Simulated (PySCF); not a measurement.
**`CC[C@H](F)[SiH2]O[SiH3]`: 4 charge schemes on one density**

C3H11FOSi2.
Numbering: `[CH3:1][CH2:2][C@H:3]([F:4])[SiH2:5][O:6][SiH3:7]` (hydrogens: H8, H9, H10 on C1; H11, H12 on C2; H13 on C3; H14, H15 on Si5; H16, H17, H18 on Si7)

Cartesian coordinates in Å at the GFN2-xTB level; atoms count from 1:
```
atom  x, y, z in Å
C1    -2.767    1.193   -0.117
C2    -1.930   -0.055   -0.380
C3    -0.447    0.175   -0.125
F4     0.026    1.107   -1.053
Si5    0.631   -1.406   -0.273
O6     2.175   -1.013   -0.029
Si7    3.509   -0.077   -0.045
H8    -2.678    1.502    0.923
H9    -2.425    2.010   -0.749
H10   -3.816    1.004   -0.333
H11   -2.058   -0.370   -1.418
H12   -2.261   -0.873    0.262
H13   -0.311    0.664    0.849
H14    0.276   -2.330    0.801
H15    0.509   -1.953   -1.620
H16    3.572    0.623   -1.323
H17    3.394    0.847    1.082
H18    4.591   -1.042    0.128
```

Density: PBE0/pcSseg-1 (PySCF); schemes: Mulliken, IAO, Hirshfeld and ESP-fitted. Isolated species at its GFN2-xTB geometry (one conformer only).

Q: For which atoms does the sign change between the 4 schemes (beyond +0.03 e in one, beyond −0.03 e in another)?

A: C2 and C3.

Q: Do the Mulliken, IAO, Hirshfeld and ESP-fitted schemes agree on where the charge is lowest?

A: All schemes agree: Mulliken O6 (-0.725); IAO O6 (-0.885); Hirshfeld O6 (-0.304); ESP-fitted O6 (-0.356).

Q: What partial charge does each atom carry?

A: In e:

```json
{"atom": "C1", "environment": "methyl carbon", "Mulliken": "-0.266", "IAO": "-0.420", "Hirshfeld": "-0.118", "ESP-fitted": "-0.320"}
{"atom": "C2", "environment": "chain CH2 carbon", "Mulliken": "-0.290", "IAO": "-0.264", "Hirshfeld": "-0.076", "ESP-fitted": "+0.130"}
{"atom": "C3", "environment": "sp3 C–F carbon", "Mulliken": "-0.117", "IAO": "-0.109", "Hirshfeld": "-0.027", "ESP-fitted": "+0.037"}
{"atom": "F4", "environment": "alkyl fluorine", "Mulliken": "-0.350", "IAO": "-0.338", "Hirshfeld": "-0.119", "ESP-fitted": "-0.243"}
{"atom": "Si5", "environment": "oxygen-bound silicon", "Mulliken": "+0.902", "IAO": "+1.018", "Hirshfeld": "+0.401", "ESP-fitted": "+0.370"}
{"atom": "O6", "environment": "siloxane oxygen", "Mulliken": "-0.725", "IAO": "-0.885", "Hirshfeld": "-0.304", "ESP-fitted": "-0.356"}
{"atom": "Si7", "environment": "oxygen-bound silicon", "Mulliken": "+0.743", "IAO": "+0.890", "Hirshfeld": "+0.398", "ESP-fitted": "+0.558"}
{"atom": "H8", "environment": "methyl hydrogen", "Mulliken": "+0.108", "IAO": "+0.136", "Hirshfeld": "+0.039", "ESP-fitted": "+0.076"}
{"atom": "H9", "environment": "methyl hydrogen", "Mulliken": "+0.127", "IAO": "+0.150", "Hirshfeld": "+0.039", "ESP-fitted": "+0.094"}
{"atom": "H10", "environment": "methyl hydrogen", "Mulliken": "+0.117", "IAO": "+0.143", "Hirshfeld": "+0.042", "ESP-fitted": "+0.081"}
{"atom": "H11", "environment": "methylene hydrogen", "Mulliken": "+0.130", "IAO": "+0.141", "Hirshfeld": "+0.040", "ESP-fitted": "+0.015"}
{"atom": "H12", "environment": "methylene hydrogen", "Mulliken": "+0.123", "IAO": "+0.137", "Hirshfeld": "+0.043", "ESP-fitted": "-0.002"}
{"atom": "H13", "environment": "methine hydrogen", "Mulliken": "+0.120", "IAO": "+0.136", "Hirshfeld": "+0.038", "ESP-fitted": "+0.079"}
{"atom": "H14", "environment": "Si–H hydrogen", "Mulliken": "-0.131", "IAO": "-0.152", "Hirshfeld": "-0.082", "ESP-fitted": "-0.098"}
{"atom": "H15", "environment": "Si–H hydrogen", "Mulliken": "-0.122", "IAO": "-0.147", "Hirshfeld": "-0.079", "ESP-fitted": "-0.075"}
{"atom": "H16", "environment": "Si–H hydrogen", "Mulliken": "-0.115", "IAO": "-0.144", "Hirshfeld": "-0.076", "ESP-fitted": "-0.104"}
{"atom": "H17", "environment": "Si–H hydrogen", "Mulliken": "-0.127", "IAO": "-0.148", "Hirshfeld": "-0.080", "ESP-fitted": "-0.121"}
{"atom": "H18", "environment": "Si–H hydrogen", "Mulliken": "-0.125", "IAO": "-0.143", "Hirshfeld": "-0.080", "ESP-fitted": "-0.121"}
```

Mean size of the charges over all atoms: IAO 0.306 e, Mulliken 0.263 e, ESP-fitted 0.160 e, Hirshfeld 0.116 e. Each set sums to the total charge, 0, to within 0.001 e. The ESP scheme fits charges at the nuclei, held to the total charge, to the electrostatic potential on points at 1.4 to 2.0 times the van der Waals radii. The Hirshfeld scheme weights the molecular density at each point by an atom's share of the summed free-atom densities.

Q: How closely do the schemes follow one another over all atoms?

A: Correlation coefficient and root-mean-square difference: Mulliken with IAO 1.00, 0.071 e; IAO with Hirshfeld 0.99, 0.261 e; Mulliken with Hirshfeld 0.99, 0.201 e; Hirshfeld with ESP-fitted 0.92, 0.090 e; IAO with ESP-fitted 0.91, 0.243 e; Mulliken with ESP-fitted 0.88, 0.198 e.

Q: How many electrons does the Mulliken scheme count on C1?

A: Z − q = 6 − (-0.266) = 6.266.

Q: Sum the charges by element, for elements with more than one atom.

A: 
| element | atoms | Mulliken | IAO | Hirshfeld | ESP-fitted |
| --- | --- | --- | --- | --- | --- |
| C | 3 | -0.673 | -0.792 | -0.221 | -0.152 |
| Si | 2 | +1.645 | +1.907 | +0.799 | +0.928 |
| H | 11 | +0.104 | +0.108 | -0.155 | -0.176 |

These values come from a run that also computed NMR shieldings. On one thread of an Arm Neoverse V1, no GPU, shared host, this took 32 s and 0.88 GiB of memory at its peak.
